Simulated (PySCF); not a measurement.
## Polarisability and C₆ of Tl (thallium, neutral)

[Xe] 4f14 5d10 6s2 6p1, 2P determinant. Computed with PySCF 2.14 in aug-cc-pVTZ-DK3, with scalar relativity by spin-free X2C-1e. Coupled (time-dependent) response in atomic units; α is the mean over directions.

```tsv
method	mean α (bohr³)	α xx, yy, zz	C₆ (like pair)	S(−4)
UHF	77.95	56.84, 120.2, 56.84	841.5	4039
```

S(−4) is the Cauchy moment in α(ω) = α(0) + S(−4) ω² + …

Reference α: 50 ± 2 bohr³ (recommended; Schwerdtfeger and Nagle, table of static dipole polarizabilities (2023 update)). Published C₆: 509.0 (Gould and Bucko (2016)).

Spin-orbit coupling is absent.

Hartree-Fock lies above the reference because it lacks correlation, which contracts the outer shell.

α(iu) at UHF:

```csv
u (hartree),α(iu) (bohr³)
0,77.95
0.0500,69.57
0.100,55.08
0.200,34.62
0.300,23.77
0.500,13.63
0.750,8.443
1.00,5.935
1.50,3.510
2.00,2.337
3.00,1.238
5.00,0.5083
```

A single London oscillator, α(iu) = α/(1 + u²/ω²), gives C₆ = (3/4) ω α². Matching the computed C₆ needs ω = 4 × 841.5 / (3 × 77.95²) = 0.185 hartree.

The components differ because the open shell of this determinant is not spherical; for a pure term their mean is the scalar polarisability.

Spin-orbit coupling, absent here, splits the open shell strongly.
